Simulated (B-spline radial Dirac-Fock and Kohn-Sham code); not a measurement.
Os⁵⁺: non-radiative channels of the K vacancy

System: the Os⁵⁺ ion in the configuration [Xe] 4f14 5d3, inside a Watson sphere of charge -5 and radius 2.2 Å (a model of the Madelung potential; inside it an electron's potential energy is raised by 32.7 eV).

These are calculated numbers from a radial finite-basis atomic code; the model is independent-particle radiative and Coulomb Auger rates from relativistic LDA hole-state orbitals, with Dirac-Fock energies. Kinetic energies are configuration averages from the vacuum level; the two-hole energies are estimated from single-hole states. The rates lack the Breit term, which in heavy atoms raises K-L1L1 and K-L1L2.

| transition | kinetic energy (eV) | width (meV) | share (%) |
| --- | --- | --- | --- |
| K-L1L1 | 47643.0 | 129 | 8.0 |
| K-L1L2 | 48239.0 | 183 | 11.4 |
| K-L2L2 | 48755.6 | 18.6 | 1.2 |
| K-L1L3 | 49769.9 | 159 | 9.9 |
| K-L2L3 | 50309.6 | 368 | 22.9 |
| K-L3L3 | 51837.4 | 147 | 9.1 |
| K-L1M1 | 57703.4 | 50.8 | 3.2 |
| K-L1M2 | 57952.0 | 40.7 | 2.5 |
| K-L2M1 | 58283.8 | 29.4 | 1.8 |
| K-L1M3 | 58294.3 | 36.0 | 2.2 |
| K-L2M3 | 58877.6 | 70.1 | 4.4 |
| K-L2M5 | 59372.4 | 8.77 | 0.5 |
| K-L3M1 | 59800.1 | 25.0 | 1.6 |
| K-L3M2 | 60051.6 | 64.1 | 4.0 |
| K-L1N1 | 60144.0 | 12.4 | 0.8 |
| K-L1N2 | 60252.2 | 9.76 | 0.6 |
| K-L1N3 | 60333.4 | 8.52 | 0.5 |
| K-L3M3 | 60397.4 | 56.6 | 3.5 |
| K-L3M4 | 60813.0 | 12.7 | 0.8 |
| K-L3M5 | 60890.9 | 9.37 | 0.6 |
| K-L2N3 | 60920.8 | 16.0 | 1.0 |
| K-L3N2 | 62354.0 | 14.7 | 0.9 |
| K-L3N3 | 62435.9 | 12.9 | 0.8 |
| K-M2M3 | 68497.3 | 12.4 | 0.8 |

The listed channels hold 93 % of the non-radiative rate. Summed by principal shells, of 1.61 eV in all: KLL 62.5 %, KLM 26.2 %, KLN 6.1 %, KMM 2.6 %, KMN 1.2 %, KLO 1.0 %.
